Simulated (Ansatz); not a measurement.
Geometry optimisation, Ansatz, RKS PBE/def2-SVP.

Input:

```yaml
crystal:
  periodic: [false, false, false]
  atoms:
    - { symbol: Al, position_ang: [-0.9228, 0.1283, 0.0073] }
    - { symbol: Si, position_ang: [1.4396, -0.1564, 1.3006] }
    - { symbol: C, position_ang: [-0.9759, -0.5311, -1.861] }
    - { symbol: F, position_ang: [-2.3109, 0.2198, 0.8944] }
    - { symbol: H, position_ang: [0.1546, 1.1557, 0.8991] }
    - { symbol: H, position_ang: [-0.4447, 1.9221, 0.7703] }
    - { symbol: H, position_ang: [2.5374, 0.6274, 0.6904] }
    - { symbol: H, position_ang: [1.5135, 0.2146, 2.7283] }
    - { symbol: H, position_ang: [1.9521, -1.5361, 1.2708] }
    - { symbol: H, position_ang: [-0.5158, -1.5223, -1.9063] }
    - { symbol: H, position_ang: [-2.0051, -0.623, -2.2336] }
    - { symbol: H, position_ang: [-0.4221, 0.1009, -2.5603] }
basis:
  gaussian: { orbitals: def2-SVP }
hamiltonian:
  xc: pbe
relax:
  f_tol: 0.15
  max_steps: 25
  restrain:
    - { distance: [0, 5], at: 2.82, k: 30.0 }
    - { distance: [4, 1], at: 2.72, k: 30.0 }
    - { distance: [0, 1], at: 2.32, k: 30.0 }
    - { distance: [4, 5], at: 0.62, k: 30.0 }
output:
  orbitals: {}
```

Run as:

```bash
$ ansatz run input.yaml --threads 2 --pin off --max-ram 3072MiB --backend cpu --events-out ev --progress --plain --runs-dir out
```

Task: Where does it end, and by what steps?

Result: The run converged. The restraints hold the end off the free minimum. After 12 steps the energy has fallen by 1.150 eV (the restraints' own energy left out); F4 moved furthest, 0.83 Å. Parted: Al1–H5 (1.74 → 2.49 Å). Joined: H5–H6 (0.98 → 0.71 Å).

| step | energy less start (eV) | largest force component (eV/Å) | accepted |
| --- | --- | --- | --- |
| 0 | 0.0000 | 1.718 | yes |
| 1 | -0.4232 | 1.898 | yes |
| 2 | -0.5276 | 2.657 | yes |
| 3 | -0.5401 | 3.799 | yes |
| 4 | -0.9217 | 3.550 | yes |
| 5 | -1.1210 | 1.703 | yes |
| 6 | -1.1971 | 1.099 | no |
| 7 | -1.1169 | 1.885 | yes |
| 8 | -1.1331 | 1.892 | yes |
| 9 | -1.1445 | 2.010 | yes |
| 10 | -1.1738 | 1.505 | no |
| 11 | -1.1628 | 1.687 | yes |
| 12 | -1.1497 | 1.827 | yes |

```xyz
12
Properties=species:S:1:pos:R:3
Al -0.677 -0.434 0.162
Si 1.378 -0.365 1.305
C -0.931 -0.463 -1.776
F -2.065 -0.541 1.123
H 0.034 1.907 0.626
H -0.453 2.365 0.389
H 2.383 0.468 0.542
H 1.255 0.244 2.680
H 2.005 -1.729 1.481
H -0.690 -1.471 -2.178
H -1.979 -0.234 -2.057
H -0.262 0.253 -2.297
```

The run took 23 s on 2 threads of AMD EPYC 7R43 64-Core Processor (Zen 3), on a shared host, peak memory 0.16 GiB.
